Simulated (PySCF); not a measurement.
Compound: CH9PSi2.
Structure used (GFN2-xTB), in Å, numbered top down from 1:
```
atom  x, y, z in Å
C1    -2.340   -0.146   -0.644
Si2   -0.722   -0.739    0.152
Si3    1.026    0.588   -0.614
P4     2.980   -0.277    0.070
H5    -2.546    0.890   -0.388
H6    -3.188   -0.739   -0.314
H7    -2.296   -0.211   -1.727
H8    -0.894   -0.666    1.613
H9    -0.545   -2.164   -0.165
H10    1.170    0.657   -2.076
H11    0.933    1.995   -0.186
H12    2.729   -0.091    1.415
H13    3.689    0.904   -0.015
```

The calculation used TDDFT CAM-B3LYP/def2-SVPD, vertical, gas phase, core orbitals frozen in the response (PySCF 2.14.0, density-fitted response routines).

Kohn–Sham orbitals with the atoms that hold most of them (Löwdin shares over 4%, at most four atoms; ? is withheld):

```csv
orbital,ε (eV),atoms
LUMO+2,1.24,"Si3 30%, Si2 21%, P4 15%, H10 9%"
LUMO+1,1.02,"Si3 31%, P4 16%, Si2 15%, H11 10%"
LUMO,?,?
HOMO,-8.59,?
HOMO-1,-9.51,"Si3 28%, Si2 25%, P4 14%, C1 10%"
HOMO-2,-10.47,"Si3 22%, H10 17%, P4 15%, Si2 15%"
HOMO-3,-10.81,"Si2 27%, H9 20%, C1 19%, Si3 11%"
```

Give the leading atoms of the HOMO.

P4 (bonded to Si and 2 H) 64%; Si3 (bonded to P, Si and 2 H) 16%; H12 (bonded to P) 7%; H13 (bonded to P) 6%. By element: phosphorus 64%, silicon 16% or more, hydrogen 13% or more.

Give the leading atoms of the LUMO.

Si2 (bonded to C, Si and 2 H) 21%; Si3 (bonded to P, Si and 2 H) 20%; P4 (bonded to Si and 2 H) 11%; C1 (bonded to Si and 3 H) 11%. By element: silicon 41%, phosphorus 11%, carbon 11%.

What is the LUMO energy, and the HOMO–LUMO gap?

ε(LUMO) = 0.60 eV; the gap is 9.19 eV (0.3379 hartree).

How does S1 compare with the orbital gap of 9.19 eV?

S1 is at 6.23 eV (f = 0.053), 2.96 eV below the gap, made of HOMO→LUMO (64%), HOMO→LUMO+1 (15%). Without the coupling terms of the response equations the lowest excitation would equal the gap.

Next come S2 at 6.52 eV (f 0.022), HOMO→LUMO+2 (55%), HOMO→LUMO+4 (19%), HOMO→LUMO (11%); S3 at 6.83 eV (f 0.115), HOMO→LUMO+1 (60%); S4 at 6.91 eV (f 0.031), HOMO→LUMO+4 (33%), HOMO-1→LUMO (28%), HOMO→LUMO+2 (20%); S5 at 7.05 eV (f 0.112), HOMO-1→LUMO (59%), HOMO→LUMO+4 (20%).

One conformer stands for the species.
